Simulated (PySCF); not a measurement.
Electron correlation in Mo⁻ (molybdenum, charge -1)

[Kr] 4d5 5s2, high-spin 6S determinant. Computed with PySCF 2.14 in aug-cc-pVTZ-DK (9s8p6d3f2g, 102 functions), with scalar relativity by spin-free X2C-1e. Frozen: [Kr]; 7 electrons correlated.

MP2 pair energies summed by pair of shells (mhartree):

```csv
pair,energy,share (%)
4d-4d,-60.66,62.8
4d-5s,-27.65,28.6
5s-5s,-8.36,8.6
```

Total MP2 correlation energy: -96.67 mhartree.

Same-spin part -79.73 and opposite-spin part -16.94 mhartree; SCS-MP2 scales them by 1/3 and 6/5 to -46.90 mhartree.

The Hartree-Fock reference does not bind the outermost electron (its level is positive or very diffuse), so these energies belong to a reference that the basis holds together.
